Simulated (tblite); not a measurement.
Parent: `[CH2:1]=[CH:2][CH2:3][CH2:4][SiH2:5][SiH2:6][OH:7]` with C1–C2–C3–C4 -115°, C2–C3–C4–Si5 -178°, C3–C4–Si5–Si6 64°, C4–Si5–Si6–O7 -71°, Si5–Si6–O7–H -177°, C4H12OSi2.

The geometries are computed with GFN2-xTB (gas phase). One conformer each, not checked by frequencies here.

| coordinate of the parent | value |
| --- | --- |
| C1=C2 | 1.320 Å |
| C2–C3 | 1.495 Å |
| C3–C4 | 1.532 Å |
| C4–Si5 | 1.909 Å |
| Si5–Si6 | 2.303 Å |
| Si6–O7 | 1.633 Å |
| C1–C2–C3 | 124.7° |
| C2–C3–C4 | 110.8° |
| C3–C4–Si5 | 112.5° |
| C4–Si5–Si6 | 111.3° |
| Si5–Si6–O7 | 102.8° |

Q: How does the shared frame change in `[CH2:1]=[CH:2][CH2:3][CH2:4][CH2:5][SiH2:6][OH:7]` with C1–C2–C3–C4 123°, C2–C3–C4–C5 -62°, C3–C4–C5–Si6 -64°, C4–C5–Si6–O7 -167°, C5–Si6–O7–H 52°, C5H12OSi? Atoms pair as C1 = C2, C2 = C3, C3 = C4, C4 = C5, Si5 = Si6 (parent first).

A: 
| parent | relative | value in the relative | change |
| --- | --- | --- | --- |
| C1=C2 | C2–C3 | 1.494 Å | +0.174 |
| C2–C3 | C3–C4 | 1.531 Å | +0.036 |
| C3–C4 | C4–C5 | 1.526 Å | -0.006 |
| C4–Si5 | C5–Si6 | 1.905 Å | -0.004 |
| C1–C2–C3 | C2–C3–C4 | 111.6° | -13.1 |
| C2–C3–C4 | C3–C4–C5 | 112.5° | +1.7 |
| C3–C4–Si5 | C4–C5–Si6 | 114.7° | +2.2 |

Of the parent's bonds, C1–C2 changes most (+0.174 Å). Bonds of the relative outside the shared frame: C1=C2 1.319, Si6–O7 1.629 Å. Point group C1 → C1.
